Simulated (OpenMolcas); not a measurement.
Au3+ among 4 point charges of -2.5 e arranged as a tetrahedron (Td), 2.05 Å from the ion.
```
   1.1836    1.1836    1.1836  -2.50
   1.1836   -1.1836   -1.1836  -2.50
  -1.1836    1.1836   -1.1836  -2.50
  -1.1836   -1.1836    1.1836  -2.50
```

| Property | Result |
| --- | --- |
| Program | OpenMolcas 26.06 |
| Method | SS-CASPT2, IPEA 0.25 Eh, imaginary shift 0.1 Eh (closed shells correlated: 4f 5s 5p) |
| Basis | ANO-RCC-VDZP [7s6p4d2f] |
| Scalar Hamiltonian | DKH2, point nucleus |
| Active space | 8 electrons in 5 orbitals (5d) |
| State averaging | 2S+1 = 3 even, 10 roots; 2S+1 = 1 even, 15 roots |
| Spin-orbit coupling | state interaction with AMFI integrals over the reference wave functions |

Question: What is the spin-free ground state (labels of Td)?

Answer: 3T1, 3-fold in its orbital part, 99 % from free-ion F terms; it has the highest spin that d8 allows.

Question: Where is the first state of the same spin?

Answer: 3T2 at 2770 cm-1 above the ground state.

Question: What are the lowest two levels with spin-orbit coupling?

Answer: A 1-fold level A1, then a 3-fold level T1 850 cm-1 above it. Their leading multiplicities are 3 (96 %) and 3 (96 %).

Question: What is χT at 300 K, and how does it compare with the textbook value?

Answer: The lowest level has 2S+1 = 3, for which the spin-only value is χT = S(S+1) / 2 = 1.000 cm3 K/mol (g = 2). The computed 1.845 at 300 K differs by +0.845, through orbital momentum, spin-orbit coupling and any other state in reach. With a threefold ground state the orbital momentum is unquenched, so the spin-only value is not expected to hold.

Roots that are degenerate in the reference are averaged as groups; the widest CASPT2 spread within a group is 390 cm-1 (the 3-fold group of multiplicity 3 near 2770 cm-1 above the lowest state of its run). Shifts and gaps below about the spread of the groups concerned are not significant. An orbital triplet at a regular site is open to Jahn-Teller coupling, which can distort the site and quench the lowest spin-orbit gaps and is left out. Real 4d8 and 5d8 ions are as a rule square planar and diamagnetic. Free-ion shares, where given, are those of the reference states; single-state CASPT2 does not remix them. This is an electrostatic model: the charges have no orbitals. No measured value stands beside these numbers.
